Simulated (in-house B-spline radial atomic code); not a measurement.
How numerical settings move a run on Tc4+, [Kr] 4d3. Computed with an all-electron radial atomic-structure program (B-spline basis): non-relativistic AM05, spherical fractional occupations, point nucleus.

Command:
```bash
python run_scf.py task.json out
```
Settings of the sound reference run:
```
Z                43
electrons        39
configuration    [Kr] 4d3
hamiltonian      nr
method           am05
spin_polarised   False
knot_spacing     0.22
spline_order     8
gauss_points     12
box_radius       12.77
max_iterations   70
damping          0.5
damped_steps     3
diis_vectors     10
tolerance        1e-08
start            Thomas-Fermi
```

Cost of the run: 0.13 s on 1 thread of Arm Neoverse V2, on a shared host.

It converges in 9 iterations to -4198.903269 hartree, with 4d at -49.641 eV. The other runs change the listed settings, some to values that make no sense; their results aren't properties of the atom or ion. Radii are in bohr (the nuclear one in fm), a minus after a letter asks for a j subshell, and «unchanged» means within 1e-8 hartree. The run stops when the residual is below 10 × tolerance × max(1, Z/10), or a noise floor if that is larger, and the energy moves by less than 1e-8 × √|E| hartree; so very loose and very tight tolerances often act alike.

```tsv
changed settings	outcome
max_iterations = 75, damped_steps = 8, tolerance = 0.01	converged in 10 iterations, energy +1.01e-08 hartree from the reference, 4d level -7.1e-04 eV
knot_spacing = 1.4, gauss_points = 6, max_iterations = 8	not converged after 8 iterations, last residual 9.3e-06, last energy +1.91e+02 hartree from the reference
first_knot = 0.00698, max_iterations = 3, damping = 0.8, diis_vectors = 0	not converged after 3 iterations, last residual 2.1e-01, last energy +1.46e+00 hartree from the reference
start = bare nucleus	converged in 10 iterations, energy unchanged, 4d level -1.0e-05 eV
damping = 0.8	converged in 10 iterations, energy unchanged, 4d level -1.2e-05 eV
gauss_points = 6, max_iterations = 3	not converged after 3 iterations, last residual 7.1e-02, last energy +1.38e-01 hartree from the reference
damping = 0.95	converged in 10 iterations, energy unchanged, 4d level -1.7e-05 eV
electrons = 42, configuration = [Kr] 4d3 5s3, max_iterations = 50	stopped with error: shell 5s holds at most 2 electrons
damping = 0	converged in 9 iterations, energy unchanged, 4d level -7.0e-06 eV
gauss_points = 6, box_radius = 3.83, max_iterations = 75, damping = 0	converged in 10 iterations, energy +1.60e-02 hartree from the reference, 4d level +4.1e-01 eV (the program warns: 4d reaches the box edge; 4s reaches the box edge)
```

Task: What happens with electrons = 40, configuration = [Kr] 4d3 5p-1, max_iterations = 50?

Result: Stopped with error: j subshells need the Dirac Hamiltonian and l > 0.

Task: What happens with tolerance = 1e-13?

Result: Converged in 10 iterations, energy unchanged, 4d level -1.6e-05 eV.

Task: What happens with hamiltonian = dirac, method = revtpss,revtpss, nucleus = fermi, rms_radius = 4.41117, mass_number = 97, atomic_mass = 96.90636, speed_of_light = 137.036?

Result: Stopped with error: meta-GGAs are not served with the Dirac Hamiltonian.

Task: What happens with damping = 0.2?

Result: Converged in 9 iterations, energy unchanged, 4d level -2.0e-05 eV.
